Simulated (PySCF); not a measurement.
The vertical singlet excitations below were computed for one of the candidates. Method used: PySCF 2.14.0, density-fitted response routines, TDDFT wB97X-D/def2-SVPD, vertical, gas phase, core orbitals frozen in the response. Geometries: GFN2-xTB, one conformer each.

```json
{"state": "S1", "E (eV)": "4.27", "λ (nm)": "290.3", "f": "0.0004"}
{"state": "S2", "E (eV)": "6.38", "λ (nm)": "194.2", "f": "0.0084"}
{"state": "S3", "E (eV)": "6.64", "λ (nm)": "186.7", "f": "0.015"}
{"state": "S4", "E (eV)": "6.77", "λ (nm)": "183.1", "f": "0.387"}
{"state": "S5", "E (eV)": "7.25", "λ (nm)": "171.0", "f": "0.025"}
{"state": "S6", "E (eV)": "7.36", "λ (nm)": "168.5", "f": "0.039"}
{"state": "S7", "E (eV)": "7.48", "λ (nm)": "165.7", "f": "0.117"}
{"state": "S8", "E (eV)": "7.67", "λ (nm)": "161.6", "f": "0.067"}
```

Triplets computed (Tamm–Dancoff): 3.77, 5.04, 6.16 eV.

Question: Which candidate is it? All have the formula C3H11NSi2.
A. `C=CCN([SiH3])[SiH3]`
B. `C/C=N/[Si@@H](C)[SiH3]`
C. `[SiH3]N([SiH3])C1CC1`

Answer: B. Its S1, at 4.27 eV, is the lowest among the candidates; the nearest of the others has S1 at 6.03 eV. S1 is HOMO→LUMO (93%). Löwdin shares by element: HOMO nitrogen 56%, carbon 20% or more, silicon 10% or more; LUMO carbon 34% or more, nitrogen 27%, silicon 15% (atoms not listed hold the other 23%). At the same level the other candidates give, for their lowest levels:
- `C=CCN([SiH3])[SiH3]`: 6.03 eV (f 0.011); 6.57 eV (f 0.021); 6.87 eV (f 0.020); 7.23 eV (f 0.040); 7.46 eV (f 0.051); T1 4.63 eV; HOMO -8.81, LUMO 1.66 eV
- `[SiH3]N([SiH3])C1CC1`: 6.16 eV (f 0.001); 6.82 eV (f 0.023); 6.95 eV (f 0.013); 7.34 eV (f 0.004); 7.43 eV (f 0.007); T1 5.97 eV; HOMO -8.58, LUMO 2.00 eV

The values belong to the conformer `[CH3:1]/[CH:2]=[N:3]/[Si@@H:4]([CH3:5])[SiH3:6]`: C2–N3–Si4–C5 128°.

Without π bonds the low states are Rydberg-like; a valence basis with one diffuse set may place them up to an eV too high.
